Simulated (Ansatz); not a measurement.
Relaxation of a periodic cell of 36 atoms, H6C2O (contents 4 CH3CH2OH, density as packed 0.88 g/cm³ with natural masses), to a largest force component of 0.3 eV/Å in at most 15 steps.

Level of theory: DFT PBE-D3(BJ), scalar-relativistic, plane waves, PAW in Ansatz 0.2.0. Settings: cutoff 420 eV, k mesh 1x1x1, fermi-dirac smearing 0.02 eV, no spin polarisation.

```xyz
36
Lattice="7.0419 0.0000 0.0000 0.0000 7.0419 0.0000 0.0000 0.0000 7.0419" Properties=species:S:1:pos:R:3:forces:R:3
C 3.747 4.440 2.684 -0.08 -0.10 0.22
C 3.755 2.941 2.486 0.02 0.23 -0.17
O 3.661 2.702 1.083 0.95 0.24 0.54
H 3.666 1.741 0.946 -0.30 0.30 0.08
H 4.679 2.509 2.897 -0.33 -0.01 0.07
H 2.909 2.484 3.020 -0.21 -0.04 -0.05
H 3.817 4.689 3.747 0.04 0.08 0.15
H 4.592 4.890 2.161 0.19 0.15 -0.10
H 2.825 4.865 2.283 -0.19 0.14 -0.07
C 1.133 4.532 6.380 -0.02 0.01 0.28
C 0.175 5.373 7.193 0.26 -0.24 -0.40
O -0.919 5.705 6.339 -0.35 0.24 0.23
H -1.541 6.246 6.854 -0.04 -0.07 -0.08
H -0.169 4.811 8.073 -0.13 -0.12 0.14
H 0.681 6.280 7.554 0.06 -0.08 -0.01
H 1.999 4.243 6.982 0.06 -0.12 0.03
H 0.631 3.628 6.029 -0.07 -0.02 0.01
H 1.480 5.094 5.511 0.08 0.04 -0.17
C 7.050 -0.476 3.465 -0.15 -0.01 -0.36
C 6.765 0.671 2.522 0.10 -0.09 0.41
O 6.571 1.836 3.324 0.21 0.14 -0.12
H 6.387 2.578 2.725 0.19 -0.03 0.07
H 7.605 0.807 1.827 -0.08 -0.05 0.66
H 5.869 0.454 1.922 -0.29 -0.01 -0.11
H 7.208 -1.403 2.909 0.04 -0.04 0.05
H 7.944 -0.262 4.054 0.02 -0.05 -0.06
H 6.210 -0.615 4.149 0.03 -0.08 0.11
C 3.403 1.539 5.651 -0.26 0.18 -0.36
C 1.955 1.204 5.930 0.34 0.05 -0.27
O 1.748 1.371 7.331 -0.59 -0.32 -0.34
H 0.819 1.158 7.520 0.07 0.11 -0.38
H 1.296 1.868 5.353 -0.04 -0.05 -0.05
H 1.740 0.172 5.620 0.00 -0.04 0.15
H 3.627 1.430 4.587 0.10 -0.10 0.02
H 3.613 2.568 5.951 0.12 0.00 -0.14
H 4.057 0.874 6.218 0.28 -0.22 0.01
```

Task: Where does it end, and by what steps?

Result: The run converged. The threshold is loose, so the end isn't yet a minimum. The force dipped under the threshold on the way, but the program's further checks kept it going. Limits of this set-up: coarse k mesh. After 12 steps the energy has fallen by 1.841 eV; H13 moved furthest, 1.72 Å.

| step | energy less start (eV) | largest force component (eV/Å) | accepted |
| --- | --- | --- | --- |
| 0 | 0.0000 | 0.953 | yes |
| 1 | -0.4862 | 1.076 | yes |
| 2 | -0.6993 | 1.799 | yes |
| 3 | -0.9319 | 0.583 | yes |
| 4 | -1.0828 | 0.282 | yes |
| 5 | -1.2097 | 0.700 | yes |
| 6 | -1.3036 | 0.640 | yes |
| 7 | -1.3871 | 0.414 | yes |
| 8 | -1.4646 | 0.443 | yes |
| 9 | -1.5443 | 0.501 | yes |
| 10 | -1.6342 | 0.466 | yes |
| 11 | -1.7376 | 0.342 | yes |
| 12 | -1.8411 | 0.230 | yes |

```xyz
36
Lattice="7.0419 0.0000 0.0000 0.0000 7.0419 0.0000 0.0000 0.0000 7.0419" Properties=species:S:1:pos:R:3
C 3.494 5.110 2.947
C 3.259 3.659 2.588
O 4.101 3.308 1.466
H 3.649 2.567 0.993
H 3.510 3.008 3.447
H 2.199 3.477 2.337
H 2.979 5.358 3.887
H 4.570 5.295 3.095
H 3.128 5.781 2.154
C 0.704 4.106 6.046
C 0.024 4.713 7.266
O -1.274 5.249 6.971
H -1.936 4.670 7.412
H -0.057 3.960 8.073
H 0.651 5.536 7.659
H 1.693 3.712 6.330
H 0.108 3.295 5.608
H 0.855 4.867 5.265
C 7.066 -0.137 3.360
C 6.432 0.876 2.420
O 6.381 2.161 3.041
H 5.724 2.682 2.534
H 7.019 0.932 1.476
H 5.419 0.545 2.125
H 7.140 -1.115 2.863
H 8.079 0.176 3.650
H 6.469 -0.262 4.273
C 4.225 1.129 5.595
C 2.773 0.896 5.945
O 2.581 1.257 7.333
H 1.628 1.236 7.526
H 2.109 1.504 5.309
H 2.504 -0.166 5.803
H 4.406 0.878 4.544
H 4.498 2.185 5.728
H 4.879 0.498 6.211
```

Time of the run: 41 s on 1 thread of Arm Neoverse V1, on a shared host, peak memory 0.39 GiB.
